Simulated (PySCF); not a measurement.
A core-ionisation job on `O[SiH](O)OC`.

Method: delta-SCF UKS SCAN, pcX-2 on the ionised atom, pcseg-1 elsewhere, spin-free X2C (PySCF 2.14.0). Geometry: PBE0-D3(BJ)/def2-SVP. The input is one job of a driver script: a line of settings, then coordinates in Å.

Input:
```
{"job": {"kind": "xps"}, "charge": 0, "multiplicity": 1}
C      1.650736    -0.076372     0.124913
O      0.352820     0.409378     0.330294
Si    -0.988077    -0.120929    -0.487805
O     -1.413179    -1.676535    -0.141210
O     -2.200238     0.889470    -0.001525
H      1.772188    -1.098458     0.525210
H      2.365268     0.581089     0.643314
H      1.925292    -0.096627    -0.946226
H     -0.719825    -0.109818    -1.944285
H     -1.845036    -1.809969     0.708572
H     -1.902030     1.725342     0.369680
```

**Question.** Give the output.

**Answer.** 
```
ground state, core basis on atom 0 (C), 135 functions
  cycle   1  E = -557.35918518  |g| = 1.06e+00
  cycle   2  E = -556.95361070  |g| = 1.79e+00
  cycle   3  E = -557.56482134  |g| = 9.09e-02
  cycle   4  E = -557.56627175  |g| = 4.67e-02
  cycle   5  E = -557.56666660  |g| = 1.75e-02
  cycle   6  E = -557.56671723  |g| = 6.02e-03
  cycle   7  E = -557.56672340  |g| = 1.32e-03
  cycle   8  E = -557.56672351  |g| = 2.84e-04
  E(ground) = -557.61241933 Eh
hole in C 1s of atom 0
  cycle   1  E = -546.26960273  |g| = 1.49e+00
  cycle   2  E = -543.74134062  |g| = 2.53e+00
  cycle   3  E = -546.45574561  |g| = 9.39e-01
  cycle   4  E = -546.76328669  |g| = 3.75e-01
  cycle   5  E = -546.80776791  |g| = 1.44e-01
  cycle   6  E = -546.81382959  |g| = 6.29e-02
  cycle   7  E = -546.81526491  |g| = 1.50e-02
  cycle   8  E = -546.81534998  |g| = 7.12e-03
  cycle   9  E = -546.81537211  |g| = 3.43e-03
  cycle  10  E = -546.81537766  |g| = 1.31e-03
  cycle  11  E = -546.81537989  |g| = 4.09e-04
  E(ion) = -546.86023756 Eh   <S^2> = 0.7713   hole on atom = 1.000   binding energy = 292.582 eV
ground state, core basis on atom 1 (O), 135 functions
  cycle   1  E = -557.59867567  |g| = 9.89e-02
  cycle   2  E = -557.59796759  |g| = 7.57e-02
  cycle   3  E = -557.59838630  |g| = 5.98e-02
  cycle   4  E = -557.59899516  |g| = 5.84e-03
  cycle   5  E = -557.59900229  |g| = 1.26e-03
  cycle   6  E = -557.59900093  |g| = 2.91e-04
  E(ground) = -557.64251989 Eh
hole in O 1s of atom 1
  cycle   1  E = -536.99530833  |g| = 2.23e+00
  cycle   2  E = -536.47914412  |g| = 2.25e+00
  cycle   3  E = -537.74139269  |g| = 4.85e-01
  cycle   4  E = -537.77210992  |g| = 3.45e-01
  cycle   5  E = -537.81603147  |g| = 5.84e-02
  cycle   6  E = -537.81723090  |g| = 1.02e-02
  cycle   7  E = -537.81725669  |g| = 6.97e-03
  cycle   8  E = -537.81727430  |g| = 2.34e-03
  cycle   9  E = -537.81727702  |g| = 8.59e-04
  cycle  10  E = -537.81727696  |g| = 1.32e-04
  E(ion) = -537.86082005 Eh   <S^2> = 0.7620   hole on atom = 1.000   binding energy = 538.287 eV
ground state, core basis on atom 2 (Si), 146 functions
  cycle   1  E = -557.68272790  |g| = 3.02e-01
  cycle   2  E = -557.68066212  |g| = 1.48e-01
  cycle   3  E = -557.67984902  |g| = 1.56e-01
  cycle   4  E = -557.68427207  |g| = 2.30e-02
  cycle   5  E = -557.68435660  |g| = 4.29e-03
  cycle   6  E = -557.68436076  |g| = 8.70e-04
  cycle   7  E = -557.68435978  |g| = 1.88e-04
  E(ground) = -557.68795452 Eh
hole in Si 1s of atom 2
  cycle   1  E = -488.71879592  |g| = 4.35e+00
  cycle   2  E = -488.82162090  |g| = 2.19e+00
  cycle   3  E = -489.30573158  |g| = 1.00e+00
  cycle   4  E = -489.70437628  |g| = 3.63e-01
  cycle   5  E = -489.74655147  |g| = 1.01e-01
  cycle   6  E = -489.75067266  |g| = 3.17e-02
  cycle   7  E = -489.75073230  |g| = 2.84e-02
  cycle   8  E = -489.75102954  |g| = 4.60e-03
  cycle   9  E = -489.75103809  |g| = 1.59e-03
  cycle  10  E = -489.75103965  |g| = 3.61e-04
  E(ion) = -489.76163835 Eh   <S^2> = 0.7519   hole on atom = 1.000   binding energy = 1848.369 eV
hole in Si 2p of atom 2
  cycle   1  E = -553.38584712  |g| = 1.24e+00
  cycle   2  E = -553.25743935  |g| = 1.16e+00
  cycle   3  E = -553.61919010  |g| = 4.26e-01
  cycle   4  E = -553.68814385  |g| = 1.13e-01
  cycle   5  E = -553.69219431  |g| = 3.61e-02
  cycle   6  E = -553.69264306  |g| = 1.84e-02
  cycle   7  E = -553.69275161  |g| = 7.25e-03
  cycle   8  E = -553.69276751  |g| = 2.11e-03
  cycle   9  E = -553.69277138  |g| = 2.88e-04
  E(ion) = -553.70597325 Eh   <S^2> = 0.7515   hole on atom = 1.003   binding energy = 108.355 eV
  2p3/2 = 108.179 eV   2p1/2 = 108.805 eV
ground state, core basis on atom 3 (O), 135 functions
  cycle   1  E = -557.59884597  |g| = 1.02e-01
  cycle   2  E = -557.59816321  |g| = 7.85e-02
  cycle   3  E = -557.59867205  |g| = 5.80e-02
  cycle   4  E = -557.59925050  |g| = 5.00e-03
  cycle   5  E = -557.59925744  |g| = 1.44e-03
  cycle   6  E = -557.59925901  |g| = 4.23e-04
  E(ground) = -557.64196225 Eh
hole in O 1s of atom 3
  cycle   1  E = -536.99422195  |g| = 2.22e+00
  cycle   2  E = -536.17666295  |g| = 2.32e+00
  cycle   3  E = -537.62485259  |g| = 6.73e-01
  cycle   4  E = -537.68887634  |g| = 5.37e-01
  cycle   5  E = -537.79553763  |g| = 9.78e-02
  cycle   6  E = -537.79826890  |g| = 4.82e-02
  cycle   7  E = -537.79912794  |g| = 1.22e-02
  cycle   8  E = -537.79917976  |g| = 5.31e-03
  cycle   9  E = -537.79919303  |g| = 1.34e-03
  cycle  10  E = -537.79919453  |g| = 4.66e-04
  E(ion) = -537.84198226 Eh   <S^2> = 0.7615   hole on atom = 1.000   binding energy = 538.785 eV
```

Cycles run on a coarse grid; E(ground) and E(ion) are re-evaluated on a finer one, so they differ from the last cycle. For a 2p shell the printed binding energy is that of one 2p hole without spin–orbit coupling; the 2p3/2 and 2p1/2 values follow from a further step that adds the ground-state splitting of the three 2p orbitals and a mean-field spin–orbit operator, and the shell mean corrects the one hole to the average of the three. Atoms in this output count from 0.

**Question.** How does the 1s binding energy of O2 (atom 2) follow from the two total energies?

**Answer.** E(ion) − E(ground) = -537.86082005 − (-557.64251989) = 19.781700 Eh, times 27.211386 eV gives 538.29 eV.

Summary of the converged run: C1s of C1 292.58 eV; O1s of O2 538.29 eV; Si1s of Si3 1848.37 eV; Si2p of Si3 108.39 eV (mean of the 2p shell); O1s of O4 538.78 eV; one atom stands for each set of equivalent ones.

One conformer (not necessarily the lowest) at the PBE0-D3(BJ)/def2-SVP geometry, without solvent, vibrations or thermal averaging.

**Question.** How long does this job take on Arm Neoverse V1, one thread, shared host?

**Answer.** About 26 s.
Labels such as C1 count atoms from 1, the log's own numbers from 0.
